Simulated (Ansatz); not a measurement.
Reaction (ligand exchange at the Al–S bond): `C/C=C\[S][AlH2]` + `CC(N)=S` → `CC(=S)[NH][AlH2]` + `C/C=C/S`

Isolated molecules relaxed with PBE0-D4/def2-TZVP in Ansatz; ΔE leaves out vibrations. CCSD(T)/CBS adds triple-zeta CCSD(T) − MP2 to the extrapolated MP2 energy (def2 sets, frozen cores). Double bonds are as drawn, so ΔE can hold a change between cis and trans. One conformer a species, not always the lowest.

`C/C=C\[S][AlH2]`:

Z-matrix (Å, degrees):
```
C
C 1 1.486
H 1 1.089 2 111.8
H 1 1.096 2 108.5 3 -119.6
H 1 1.092 2 111.6 3 122.8
C 2 1.353 1 127.2 3 9.3
H 2 1.089 1 116.5 3 -177.2
Al 6 2.254 2 92.7 1 -73.8
S 6 1.774 2 125.7 1 -11.6
H 6 1.087 2 117.9 1 172.7
H 8 1.580 6 119.5 2 26.2
H 8 1.581 6 104.3 2 -116.3
```

`CC(N)=S`:

Cartesian coordinates in Å:
```
C 0.715 0.324 -0.771
C -0.576 0.058 -0.057
N -0.437 -0.533 1.137
S -2.044 0.472 -0.669
H 0.521 0.652 -1.788
H 1.270 1.110 -0.248
H 1.344 -0.572 -0.790
H -1.259 -0.727 1.684
H 0.466 -0.784 1.503
```

`CC(=S)[NH][AlH2]`:

Cartesian coordinates in Å:
```
C -0.575 -0.844 -1.060
C 0.064 -1.055 0.280
S 0.270 -2.553 0.918
N 0.460 0.072 0.931
Al 0.381 1.833 0.520
H -1.475 -0.229 -0.963
H 0.105 -0.313 -1.733
H -0.843 -1.799 -1.503
H 0.875 -0.178 1.823
H 0.986 2.772 1.633
H -0.250 2.294 -0.847
```

`C/C=C/S`:

Z-matrix (Å, degrees):
```
C
C 1 1.490
H 1 1.095 2 111.2
H 1 1.092 2 111.4 3 120.6
H 1 1.095 2 111.2 3 -118.8
C 2 1.328 1 124.0 3 -120.6
H 2 1.088 1 116.8 3 59.4
S 6 1.748 2 128.3 1 180.0
H 6 1.087 2 120.4 1 0.1
H 8 1.343 6 97.1 2 0.0
```

```json
{"species": "`C/C=C\\[S][AlH2]`", "MP2/CBS(def2) energy (Eh)": "-758.07433"}
{"species": "`CC(N)=S`", "MP2/CBS(def2) energy (Eh)": "-531.52261"}
{"species": "`CC(=S)[NH][AlH2]`", "MP2/CBS(def2) energy (Eh)": "-774.14286"}
{"species": "`C/C=C/S`", "MP2/CBS(def2) energy (Eh)": "-515.44216"}
```

Problem. Work out ΔE.

Solution. ΔE = (-774.14286) + (-515.44216) − (-758.07433) − (-531.52261) = 0.01192 Eh = +31.3 kJ/mol. CCSD(T)/CBS gives +23.7 kJ/mol.

Largest T1 diagnostic among the species: 0.017.

In def2-TZVPP, CCSD(T) changes the Hartree–Fock value by +12.8 kJ/mol (the triples alone add +3.6 kJ/mol) and MP2 by +20.4 kJ/mol. From PBE to PBE0 (25 % exact exchange), in def2-TZVPP and without D4, ΔE moves by +3.6 kJ/mol. The D4 term adds +5.2 kJ/mol with B3LYP and +2.6 kJ/mol with PBE0; it sums over pairs of atoms, weighted by their polarisabilities, and B3LYP, whose exchange is more repulsive, gets the larger term.

B3LYP here is the variant with VWN-RPA as its local correlation; programs differ in this.
